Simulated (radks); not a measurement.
Values are calculated unless marked as measured or tabulated.
Spherical quantum dot in the effective-mass picture: electrons in a parabolic well V = omega^2 r^2 / 2 with omega = 0.0839, all in effective atomic units (hartree* = m*/eps^2 hartree, bohr* = eps/m* bohr), one dielectric constant everywhere. Level of theory: non-relativistic Kohn-Sham, LDA (Slater exchange, Perdew-Wang correlation), spin-polarised, spherical densities (a radial shooting solver with Libxc functionals). Levels are named by radial order and angular momentum (1s, 1p, 1d, 2s, ...), and open shells are averaged over m. Results are scaled to m* = 0.069 and eps = 11, for which hartree* = 15.52 meV and bohr* = 8.436 nm.

N = 27, configuration 1s2 1p6 1d10 2s2 1f(up 7, down 0). This is the lowest configuration that the search found (a dilute case). Occupied and some empty levels:

level    occupation  eigenvalue (meV)  <r> (nm)
1s up             1            38.174     84.92
1s down           1            38.279     78.38
1p up             3            38.369     95.92
1p down           3            38.511     93.29
1d up             5            38.642     102.8
1d down           5            38.800     101.8
2s up             1            38.863     72.98
2s down           1            38.928     77.02
1f up             7            38.984     108.0
1f down           0            39.149     107.8
2p up             0            39.337     83.49
1g up             0            39.388     112.3
2p down           0            39.406     84.22
1g down           0            39.555     112.6
2d up             0            39.844     92.70
2d down           0            39.926     92.42

Energy (meV): total 622.904, kinetic 18.290, external 215.29, Hartree 436.11, exchange-correlation -46.790.

Electron density:

r (nm)  n(r) (e/nm^3)
4.08        4.158e-06
19.4        3.670e-06
34.8        2.875e-06
50.2        2.372e-06
65.5        2.540e-06
80.9        3.181e-06
96.3        3.541e-06
112         2.817e-06
127         1.331e-06
142         3.247e-07
158         3.867e-08
173         2.274e-09
188         6.698e-11
